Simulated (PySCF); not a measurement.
Al(Cl)(Me)(SH) (CH₄AlClS), SMILES [CH3][Al]([SH])[Cl].

The structure is a stationary point at PBE0-D3(BJ)/def2-SVP. One conformer was computed; it need not be the lowest.

Calculation: TDDFT-ωB97X/def2-SVPD (PySCF).

Vertical excitations. Gas-phase values at a fixed geometry.

Computed lowest excited states:
```csv
state,energy (eV),λ (nm),f,main pairs
S1,6.52,190,0.053,HOMO→LUMO 68 %
S2,6.63,187,0.055,HOMO→LUMO+1 88 %
S3,6.68,186,0.011,HOMO−1→LUMO+1 87 %
S4,6.74,184,0.006,"HOMO→LUMO+2 69 %, HOMO→LUMO+3 11 %"
S5,7.41,167,0.340,HOMO−1→LUMO 84 %
S6,7.86,158,0.000,HOMO−2→LUMO+1 92 %
S7,8.03,154,0.022,"HOMO−1→LUMO+2 56 %, HOMO−3→LUMO+1 11 %, HOMO−2→LUMO 9 %"
S8,8.05,154,0.013,"HOMO−4→LUMO+1 50 %, HOMO−3→LUMO 18 %"
S9,8.14,152,0.005,"HOMO−2→LUMO 52 %, HOMO−3→LUMO+1 17 %"
S10,8.25,150,0.076,"HOMO−4→LUMO+1 43 %, HOMO−3→LUMO 20 %, HOMO→LUMO+3 8 %, HOMO→LUMO+4 7 %"
T1,5.95,209,0,HOMO→LUMO+1 94 %
T2,6.19,200,0,"HOMO→LUMO+2 46 %, HOMO→LUMO 31 %"
T3,6.30,197,0,"HOMO−1→LUMO+1 59 %, HOMO→LUMO 18 %, HOMO→LUMO+2 9 %"
T4,6.48,191,0,"HOMO−1→LUMO+1 35 %, HOMO→LUMO 25 %, HOMO→LUMO+2 21 %, HOMO→LUMO+3 11 %"
```
Triplets are in the Tamm–Dancoff approximation, which puts them higher than full response would, so one can lie above its singlet here.
